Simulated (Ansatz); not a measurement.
`C#C[SiH2]C=O` + HBr → `O=C[SiH2]Br` + `C#C` at 700 K and 1 bar (ligand exchange at the Si–C bond).

Gas-phase electronic energies from Ansatz, PBE0-D4/def2-TZVP geometries. CCSD(T)/CBS is the MP2 limit (def2-TZVPP, def2-QZVPP) plus CCSD(T) − MP2 in def2-TZVPP, frozen cores. This one scheme is used for every species. For Br outer-core shells are correlated without core-valence functions, which leaves a few kJ/mol of doubt a bond. Scalar relativity is left out up to krypton. One conformer a species, not always the lowest.

```csv
species,CCSD(T)/CBS energy (Eh),H − E (kJ/mol),S (J/(mol·K))
`C#C[SiH2]C=O`,-480.72477,214.2,453.8
HBr,-2573.91920,36.5,223.7
`O=C[SiH2]Br`,-2977.43874,154.1,423.0
`C#C`,-77.22717,102.1,244.4
```

H − E and S are ideal-gas, rigid-rotor, harmonic terms from PBE0-D4/def2-TZVP, for one conformer and one mirror image of each species. 1 Eh = 2625.50 kJ/mol, R = 8.31446 J/(mol·K).

Question: By hand: ΔE, ΔH, ΔS and ΔG.

Answer: ΔE = (-2977.43874) + (-77.22717) − (-480.72477) − (-2573.91920) = -0.02194 Eh = -57.6 kJ/mol. Δ(H − E) = 154.1 + 102.1 − 214.2 − 36.5 = 5.5, so ΔH = -52.1 kJ/mol. ΔS = 423.0 + 244.4 − 453.8 − 223.7 = -10.1 J/(mol·K). ΔG = -52.1 − 700 × (-10.1)/1000 = -45.0 kJ/mol.

Question: By hand: the equilibrium constant, and the temperature at which ΔG would vanish if ΔH and ΔS stayed fixed.

Answer: log₁₀ K = −ΔG/(RT ln 10) = 3.4. ΔG = 0 at ΔH/ΔS = 5158 K, far beyond where these terms or the molecules hold.

The number of gas molecules stays the same, so ΔS is small and ΔH decides. A doubt of 5 kJ/mol in ΔE shifts log₁₀ K by 0.4 here. Other conformers and mirror images would add mixing entropy, several J/(mol·K) or more a flexible species. Modes under 60 cm⁻¹, often nearly free rotors, make the harmonic entropy too high. These are equilibria of isolated gas molecules and say nothing of rates. Largest T1 diagnostic: 0.015 (customary marks: 0.02 for closed shells, 0.045 for open ones).
